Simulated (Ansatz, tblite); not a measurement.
Cost and result up the ladder for GeFCl3 (GeCl₃F) (5 atoms). The state is a singlet with charge 0. Geometry: PBE0-D4/def2-SVP.

```xyz
5

Ge   -0.0307    0.0248    0.0267
F    -1.1382    0.9150    0.9899
Cl    1.7354   -0.2573    1.1567
Cl    0.3612    1.1483   -1.7224
Cl   -0.9277   -1.8307   -0.4509
```

Ansatz on 2 threads of Intel Xeon on a shared host; xTB runs through tblite on one thread. Times are rough, summed over both states, and most runs start from the orbitals of an earlier one. PBE0-D4/def2-TZVP serves as the yardstick here, not as an exact answer. The other state is a triplet.

The xTB rows come from tblite.

xTB has no spin-polarisation term.

| level | functions | wall time |
| --- | --- | --- |
| GFN2-xTB | 40 | 0.022 s |
| GFN1-xTB | 40 | 0.03 s |
| PBE-D4/def2-TZVP (with forces) | 190 | 14 s |
| r2SCAN-D4/def2-TZVP | 190 | 46 s |
| PBE0-D4/def2-TZVP (with forces) | 190 | 58 s |

Problem. Estimate what each level gives for the vertical triplet (eV).

Solution. 
```
                          level  vertical triplet (eV)  difference from PBE0-D4/def2-TZVP (eV)
                       GFN2-xTB                   5.34                                   -0.55
                       GFN1-xTB                   6.31                                    0.41
 PBE-D4/def2-TZVP (with forces)                   5.20                                   -0.69
            r2SCAN-D4/def2-TZVP                   5.58                                   -0.31
PBE0-D4/def2-TZVP (with forces)                   5.89                                    0.00
```
